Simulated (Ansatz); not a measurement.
The cluster AsSe₂. Charge 0, multiplicity 2. Geometry PBE0-D4/def2-TZVP.

```tsv
atom	x (Å)	y (Å)	z (Å)
As1	-1.7856	0.3175	0.4817
Se2	1.5548	-1.0072	0.0637
Se3	0.2309	0.6897	-0.5454
```

At PBE-D4/def2-TZVP, BLYP-D4/def2-TZVP, r2SCAN-D4/def2-TZVP, PBE0-D4/def2-TZVP and others the charge 0 doublet is spin-contaminated (final ⟨S²⟩ up to 1.46, 0.75 for a pure state). The geometry of the doublet was relaxed on an unsound state (⟨S²⟩ 1.36, where a pure state has 0.75). Another isomer (doublet) lies 1.04 eV lower at PBE0-D4/def2-TZVP; other spin states weren't run for this one.

(1) Estimate the α-spin orbital energies around the gap (eV) in Ansatz with PBE-D4/def2-TZVP, BLYP-D4/def2-TZVP, r2SCAN-D4/def2-TZVP, PBE0-D4/def2-TZVP, CAM-B3LYP-D4/def2-TZVP.

Results:

(1) 
```json
{"orbital": "HOMO−5", "PBE-D4/def2-TZVP": "-9.19", "BLYP-D4/def2-TZVP": "-8.96", "r2SCAN-D4/def2-TZVP": "-9.56", "PBE0-D4/def2-TZVP": "-10.34", "CAM-B3LYP-D4/def2-TZVP": "-11.51"}
{"orbital": "HOMO−4", "PBE-D4/def2-TZVP": "-8.65", "BLYP-D4/def2-TZVP": "-8.41", "r2SCAN-D4/def2-TZVP": "-9.00", "PBE0-D4/def2-TZVP": "-9.84", "CAM-B3LYP-D4/def2-TZVP": "-11.06"}
{"orbital": "HOMO−3", "PBE-D4/def2-TZVP": "-8.19", "BLYP-D4/def2-TZVP": "-7.99", "r2SCAN-D4/def2-TZVP": "-8.50", "PBE0-D4/def2-TZVP": "-9.24", "CAM-B3LYP-D4/def2-TZVP": "-10.47"}
{"orbital": "HOMO−2", "PBE-D4/def2-TZVP": "-6.01", "BLYP-D4/def2-TZVP": "-5.72", "r2SCAN-D4/def2-TZVP": "-6.46", "PBE0-D4/def2-TZVP": "-7.23", "CAM-B3LYP-D4/def2-TZVP": "-8.36"}
{"orbital": "HOMO−1", "PBE-D4/def2-TZVP": "-5.80", "BLYP-D4/def2-TZVP": "-5.56", "r2SCAN-D4/def2-TZVP": "-6.14", "PBE0-D4/def2-TZVP": "-6.76", "CAM-B3LYP-D4/def2-TZVP": "-7.80"}
{"orbital": "HOMO", "PBE-D4/def2-TZVP": "-5.48", "BLYP-D4/def2-TZVP": "-5.29", "r2SCAN-D4/def2-TZVP": "-5.73", "PBE0-D4/def2-TZVP": "-6.54", "CAM-B3LYP-D4/def2-TZVP": "-7.75"}
{"orbital": "LUMO", "PBE-D4/def2-TZVP": "-4.52", "BLYP-D4/def2-TZVP": "-4.36", "r2SCAN-D4/def2-TZVP": "-4.53", "PBE0-D4/def2-TZVP": "-3.81", "CAM-B3LYP-D4/def2-TZVP": "-2.80"}
{"orbital": "LUMO+1", "PBE-D4/def2-TZVP": "-2.17", "BLYP-D4/def2-TZVP": "-2.04", "r2SCAN-D4/def2-TZVP": "-2.00", "PBE0-D4/def2-TZVP": "-1.31", "CAM-B3LYP-D4/def2-TZVP": "-0.25"}
{"orbital": "LUMO+2", "PBE-D4/def2-TZVP": "-1.51", "BLYP-D4/def2-TZVP": "-1.36", "r2SCAN-D4/def2-TZVP": "-1.33", "PBE0-D4/def2-TZVP": "-0.67", "CAM-B3LYP-D4/def2-TZVP": "0.41"}
{"orbital": "LUMO+3", "PBE-D4/def2-TZVP": "3.09", "BLYP-D4/def2-TZVP": "3.22", "r2SCAN-D4/def2-TZVP": "3.68", "PBE0-D4/def2-TZVP": "3.92", "CAM-B3LYP-D4/def2-TZVP": "4.97"}
{"orbital": "LUMO+4", "PBE-D4/def2-TZVP": "3.21", "BLYP-D4/def2-TZVP": "3.34", "r2SCAN-D4/def2-TZVP": "3.77", "PBE0-D4/def2-TZVP": "4.05", "CAM-B3LYP-D4/def2-TZVP": "5.11"}
{"orbital": "LUMO+5", "PBE-D4/def2-TZVP": "3.44", "BLYP-D4/def2-TZVP": "3.61", "r2SCAN-D4/def2-TZVP": "3.92", "PBE0-D4/def2-TZVP": "4.28", "CAM-B3LYP-D4/def2-TZVP": "5.44"}
{"orbital": "β HOMO", "PBE-D4/def2-TZVP": "-5.58", "BLYP-D4/def2-TZVP": "-5.39", "r2SCAN-D4/def2-TZVP": "-5.87", "PBE0-D4/def2-TZVP": "-6.69", "CAM-B3LYP-D4/def2-TZVP": "-7.92"}
{"orbital": "β LUMO", "PBE-D4/def2-TZVP": "-4.51", "BLYP-D4/def2-TZVP": "-4.48", "r2SCAN-D4/def2-TZVP": "-4.21", "PBE0-D4/def2-TZVP": "-3.56", "CAM-B3LYP-D4/def2-TZVP": "-2.57"}
```
